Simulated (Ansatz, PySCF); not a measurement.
This PySCF input computes a PBE/def2-TZVPD energy:

```python
from pyscf import gto, scf, dft

mol = gto.M(
    atom='''
    Sb   -0.00310698    0.00169950    0.58026443
    Cl   -1.79854499   -0.98837681   -0.58702140
    Cl    0.04947840    2.05191779   -0.58603087
    Cl    1.75838752   -1.06863949   -0.56774103
    ''',
    basis='def2-tzvpd',
    ecp='def2-tzvp',
    charge=0,
    spin=0,
    verbose=4,
)

mf = dft.RKS(mol, xc='pbe').density_fit(auxbasis='def2-universal-jkfit')
mf.grids.level = 3
mf.conv_tol = 1e-9
mf.max_cycle = 100
mf.max_memory = 1500
mf.kernel()
if not mf.converged:
    mf = mf.newton()
    mf.kernel(mf.make_rdm1())
mf.analyze()
```

Write an input for the same energy in Ansatz (a first-principles code) and say what it gives.


Ansatz 0.2 input:
```yaml
crystal:
  periodic: [false, false, false]
  atoms:
    - {symbol: Sb, position_ang: [-0.00310698, 0.00169950, 0.58026443]}
    - {symbol: Cl, position_ang: [-1.79854499, -0.98837681, -0.58702140]}
    - {symbol: Cl, position_ang: [0.04947840, 2.05191779, -0.58603087]}
    - {symbol: Cl, position_ang: [1.75838752, -1.06863949, -0.56774103]}
basis:
  gaussian:
    orbitals: def2-TZVPD
hamiltonian:
  xc: {name: PBE}
output: {forces: true}
```
It gives -1620.46813 Eh, and PySCF -1620.46818 Eh, a difference of 0.05 mEh, from the treatment of integrals and grids.
